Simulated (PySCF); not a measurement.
## Technetium: a sound run and one with changed settings

Sound run: Tc⁺ [Kr] 4d5 5s1, Tc²⁺ [Kr] 4d5. All numbers are calculated (PySCF 2.14, scalar relativity through the core potential, in aug-cc-pVDZ-PP with ECP28MDF (5s5p4d2f, 54 functions)). In the sound run the correlated levels freeze 4s2 4p6 outside the core potential. The sound run starts from symmetry-adapted Hartree-Fock orbitals and uses a fine grid where one is needed.

Changed run: initial guess 1e, at most 8 SCF cycles. This setting is unsound on purpose.

```
species  method  sound run (hartree)  changed run (hartree)  converged
    Tc⁺     UHF            -79.64232              -79.64232        yes
    Tc⁺     LDA            -79.98524              -79.98524        yes
    Tc⁺   M06-L            -80.19575              -80.19575         no
    Tc⁺     MP2            -79.70420              -79.70420        yes
   Tc²⁺     UHF            -79.11992              -79.11992        yes
   Tc²⁺     LDA            -79.40054              -79.40054        yes
   Tc²⁺   M06-L            -79.65206              -79.65206        yes
   Tc²⁺     MP2            -79.16267              -79.16267        yes
```

Ionisation energy of Tc⁺:

```json
{"method": "UHF", "sound run (eV)": "14.215", "changed run (eV)": "14.215"}
{"method": "LDA", "sound run (eV)": "15.910", "changed run (eV)": "15.910"}
{"method": "MP2", "sound run (eV)": "14.736", "changed run (eV)": "14.736"}
{"method": "SCS-MP2", "sound run (eV)": "14.389", "changed run (eV)": "14.389"}
```

The SCF was stopped early; the energies are upper bounds that still move, and correlated levels were skipped or rest on poor orbitals.

For comparison, NIST gives 15.26 eV between the lowest levels.
